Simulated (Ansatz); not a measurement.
Total energies of CH7GeSi (`[SiH2][CH2][GeH3]`) radical.

```xyz
10

Si    0.244   -1.147    1.457
C     0.576    0.461    0.565
Ge   -0.368    0.584   -1.156
H    -1.207   -1.301    1.764
H     0.704   -2.313    0.650
H     0.263    1.305    1.185
H     1.646    0.570    0.375
H    -0.052    1.926   -1.845
H    -1.884    0.484   -0.922
H     0.078   -0.568   -2.072
```

The species carries charge 0 and has multiplicity 2. Correlated methods include outer-core shells of Ge, which these sets cover unevenly. Scalar relativity is left out up to krypton. Geometry: relaxed with PBE0-D4/def2-TZVP. Basis def2-TZVPP, Ansatz.

RPA on PBE orbitals: Hartree–Fock energy of these orbitals -2406.16831 Eh, correlation -0.97547 Eh (frozen core).

```json
{"functional": "LDA (SPW92)", "energy without D4 (Eh)": "-2404.02851", "D4 term (kJ/mol)": "–"}
{"functional": "PBE", "energy without D4 (Eh)": "-2408.24307", "D4 term (kJ/mol)": "-20.5"}
{"functional": "BLYP", "energy without D4 (Eh)": "-2408.79307", "D4 term (kJ/mol)": "-44.7"}
{"functional": "r2SCAN", "energy without D4 (Eh)": "-2408.71751", "D4 term (kJ/mol)": "-4.8"}
{"functional": "B97M-V", "energy without D4 (Eh)": "-2408.31987", "D4 term (kJ/mol)": "–"}
{"functional": "PBE0", "energy without D4 (Eh)": "-2408.34063", "D4 term (kJ/mol)": "-17.4"}
{"functional": "r2SCANh", "energy without D4 (Eh)": "-2408.70738", "D4 term (kJ/mol)": "-5.2"}
{"functional": "r2SCAN0", "energy without D4 (Eh)": "-2408.69336", "D4 term (kJ/mol)": "-5.8"}
{"functional": "HSE06 (plane-wave form)", "energy without D4 (Eh)": "-2408.33121", "D4 term (kJ/mol)": "-16.3"}
{"functional": "BHLYP", "energy without D4 (Eh)": "-2408.73033", "D4 term (kJ/mol)": "-27.2"}
{"functional": "LC-ωPBE", "energy without D4 (Eh)": "-2408.39520", "D4 term (kJ/mol)": "–"}
{"functional": "ωB97X-V", "energy without D4 (Eh)": "-2408.52946", "D4 term (kJ/mol)": "–"}
{"functional": "B2PLYP", "energy without D4 (Eh)": "-2408.24218", "D4 term (kJ/mol)": "–"}
{"functional": "PBE-QIDH", "energy without D4 (Eh)": "-2407.92320", "D4 term (kJ/mol)": "–"}
```

Problem. Give the same for revPBE, B3LYP, CAM-B3LYP, ωB97M-V. (An estimate is asked.)

Solution. Computed: 
| functional | energy without D4 (Eh) | D4 term (kJ/mol) |
| --- | --- | --- |
| revPBE | -2408.54475 | -58.4 |
| B3LYP | -2408.85412 | -33.4 |
| CAM-B3LYP | -2408.87686 | -17.8 |
| ωB97M-V | -2408.59572 | – |

B3LYP takes the VWN-RPA correlation (the form of Gaussian; ORCA's B3LYP/G). HSE06 is the plane-wave form, built on full-range PBE exchange. The double hybrids freeze the cores in their second-order part.

LC-ωPBE has ω = 0.4 bohr⁻¹.
